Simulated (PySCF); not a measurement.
Vertical excitations of a molecule C3H5FOSi from TDDFT-B3LYP/def2-SVPD (PySCF 2.14.0), as energy in eV (oscillator strength): 5.50 (0.001), 6.03 (0.011), 6.06 (0.005), 6.33 (0.009), 6.40 (0.020), 6.89 (0.009), 7.47 (0.018), 7.49 (0.010), 7.74 (0.003), 7.90 (0.051). Lowest triplet (TDA): 4.91 eV. The structure is a stationary point at ωB97X-D3(BJ)/def2-SVP. The values are those of a single conformer.

Question: Which structure fits?
A. FC1=C([SiH3])OC1
B. C#C[Si@H](F)CO
C. FC1=C[C@H]([SiH3])O1
D. C=C[Si@H](F)C=O

Answer: B, C#C[Si@H](F)CO
